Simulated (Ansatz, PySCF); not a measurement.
In(Me)3(AsH3) (C₃H₁₂AsIn), SMILES [CH3][In]([CH3])([CH3])<-[AsH3] (connectivity only; charge and spin as stated), neutral, multiplicity 1. Atoms are numbered in the order given.

```xyz
17

In     0.0050     0.4828     0.8451
C      2.1964     0.6800     0.8786
H      2.6841    -0.3069     0.8939
H      2.5059     1.2249     1.7854
H      2.5580     1.2441     0.0051
C     -0.9554    -1.1612     1.9483
H     -1.9542    -1.3826     1.5416
H     -1.0758    -0.8773     3.0066
H     -0.3433    -2.0755     1.9111
C     -1.2234     2.1341     0.0665
H     -1.3876     2.8808     0.8606
H     -2.2084     1.7734    -0.2676
H     -0.7233     2.6391    -0.7743
As    -0.0109    -1.0417    -1.8236
H      0.7309    -2.3593    -1.9983
H      0.5271    -0.4195    -3.1042
H     -1.3046    -1.5372    -2.4542
```

Coordinates come from a B3LYP-D3(BJ)/def2-SVP optimisation. The isomer is the one that the SMILES or the coordinates give; other isomers of the formula were not compared. The def2 effective core potentials stand for the cores of In; spin–orbit coupling is left out. Other conformers were not sampled.

Vertical ionisation energy (IE) and electron affinity (EA) in eV. Rows of orbital energies are one-electron estimates. Where ΔSCF, EOM or ADC give a negative EA the extra electron is unbound and the value depends on the basis.

```
level                                                                       IE     EA
------------------------------------------------------------------------  ----  -----
−ε(HOMO), −ε(LUMO), M06-2X/def2-TZVP (PySCF)                              7.77  -0.42
ΔSCF, CAM-B3LYP/def2-SVPD (Ansatz), final states of multiplicity 2 and 2   ___    ___
```

Question: Some entries are withheld; supply them. (An estimate is asked for; the answer gives what the named calculation found.)

Answer: 
- ΔSCF, CAM-B3LYP/def2-SVPD (Ansatz, a quantum-chemistry and plane-wave program), final states of multiplicity 2 and 2, IE: 8.67
- ΔSCF, CAM-B3LYP/def2-SVPD (Ansatz), final states of multiplicity 2 and 2, EA: -0.82

Question: What vertical singlet–triplet gap does ΔSCF give with CAM-B3LYP/def2-SVPD (Ansatz)? (An estimate is asked for; the answer gives what the named calculation found.)

Answer: 5.42 eV (triplet above singlet where positive).
